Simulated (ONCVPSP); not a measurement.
Before and after: ONCV potential for lithium

ONCVPSP 4.0.1 input, shortened (lines: element, Z, core and valence counts, functional; n l f; lmax; l rc ep ncon nbas qcut; lloc lpopt rc5 dvloc0; l nproj debl; icmod fcfact rcfact), PBE, scalar-relativistic:

```
  Li 3.00    0    2        4      upf
    1    0    2.00
    2    0    1.00
    2
    0    1.30    0.00    5   10    9.40
    1    1.30    0.24    3    8    7.40
    2    1.25    0.31    4    8    8.90
    4    5    0.85    0.00
    0    2    1.20
    1    2    0.40
    2    2    1.90
    0    0.00    0.00
```

Change: all radii scaled by about 1.34 (s 1.74, p 1.74, d 1.68 bohr); local potential polynomial inside 1.14 bohr (lpopt 5, dvloc0 0 Ha).

Cutoffs: the cutoffs (Ha) at which the residual kinetic energy of the hardest occupied pseudo-wave falls to 1 and 0.1 mHa per electron; they do not see the model core or the augmentation charge, which bear on the density cutoff. Errors are all-electron minus pseudo energies relative to the spin-unpolarised reference configuration.

Predict the effect on cutoff, ghosts and configuration errors.

The potential gets softer (33 Ha and 39 Ha → 27 Ha and 32 Ha); of the 4 tests that both files solve, the error grows in 1 and shrinks in 0 by more than 15 % and 0.3 meV (median size 0.4 → 0.3 meV); neither file shows a bound ghost. A larger radius leaves more room for a smooth pseudo-wave, so fewer plane waves are needed.

| quantity | base | changed |
| --- | --- | --- |
| cutoff, loose | 33 Ha | 27 Ha |
| cutoff, tight | 39 Ha | 32 Ha |
| bound ghosts | none | none |
| GHOST(+) flags under 300 eV | none | none |
| error for 1s2 2s0, meV [ΔE 5.30 eV] | +0.4 | +0.2 |
| error for 1s2 2s0.5, meV [ΔE 2.05 eV] | +0.1 | 0.0 |
| error for 1s2 2s0 2p1, meV [ΔE 1.79 eV] | +0.5 | +0.4 |
| error for 1s1 2s1, meV [ΔE 68.41 eV] | +1148 | +1793 |
